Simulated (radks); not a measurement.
Values are calculated unless marked as measured or tabulated.
Mean orbital radii <r> (bohr) of the argon ion Ar+, [Ne] 3s2 3p5, at several levels of relativity; Dirac values are averaged over j with weights 2j + 1. Spin-unpolarised spherical Kohn-Sham, PBE, point nucleus unless stated (finite: rms radius 3.4274 fm), a radial shooting solver on a logarithmic mesh with Libxc functionals. A level marked "c x" has the speed of light scaled by that factor and shares open shells by 2j + 1; other Dirac levels either fill j = l - 1/2 first or share by 2j + 1.

shell,non-rel.,scalar-rel.,"scalar-rel., finite nucleus","Dirac, 2j+1 shares, finite nucleus","change of magnitude, last against first (%)"
1s,0.08620,0.08573,0.08573,0.08573,-0.55
2s,0.4162,0.4139,0.4139,0.4138,-0.57
2p,0.3772,0.3765,0.3765,0.3765,-0.20
3s,1.374,1.368,1.368,1.368,-0.43
3p,1.554,1.553,1.553,1.553,-0.05
